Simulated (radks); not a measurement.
Values are calculated unless marked as measured or tabulated.
Task: These are the eigenvalues of the occupied orbitals of an atom or ion with whole-number occupations (hartree). Code: a radial shooting solver on a logarithmic mesh with Libxc functionals. Model: Dirac Kohn-Sham, PBEsol, spin-unpolarised, spherical densities, finite nucleus; Fermi nuclear charge, rms radius of each element as measured or else 0.836 A^(1/3) + 0.57 fm.

1s1/2: -2105.204
2s1/2: -353.9221
2p1/2: -337.2062
2p3/2: -303.5327
3s1/2: -79.68826
3p1/2: -72.33908
3p3/2: -65.26772
3d3/2: -52.67012
3d5/2: -51.12401
4s1/2: -16.12473
4p1/2: -13.18719
4p3/2: -11.59392
4d3/2: -6.75411
4d5/2: -6.46468
5s1/2: -2.43341
5p1/2: -1.64029
5p3/2: -1.44129
4f5/2: -0.66118
4f7/2: -0.62129

Which element is it, and in what charge state? The configuration may be excited. Open shells, if any, fill j = l - 1/2 first.

Result: Z = 68, erbium, charge +2: Er2+ in [Xe] 4f12. The list shows which subshells hold electrons but not how many an open one holds; the 1s level, -2105.2 hartree, gives Z - s = 64.9 by -(Z - s)^2/2, which with screening and relativity narrows Z to a few neighbours, and the depths of the outer levels then fix element, charge and occupations together.
